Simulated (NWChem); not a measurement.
# BeIF; SMILES [I][Be][F]

```xyz
3

Be     0.0000     0.0000     1.5603
F      0.0000     0.0000     2.9497
I      0.0000     0.0000    -0.6048
```
Atoms are numbered in this order, from 1.

Level: PBE0/def2-SVP with def2 effective core potentials on I (NWChem), optimised geometry, unscaled harmonic frequencies. def2 effective core potentials on I; no spin-orbit coupling.

| frequency (cm⁻¹) | IR intensity (km/mol) |
|---|---|
| 251 | 55.8 |
| 251 | 55.8 |
| 364 | 4.6 |
| 1368 | 337.8 |

```yaml
zero_point_energy: 3.2 kcal/mol
thermal correction to the enthalpy at 298.15 K (with zero-point energy): 6.1 kcal/mol
heat capacity Cv: 10.2 cal/(mol K)
entropy at 298.15 K and 1 atm (symmetry number 1): 63.4 cal/(mol K)
```

Rigid rotor and harmonic oscillator.
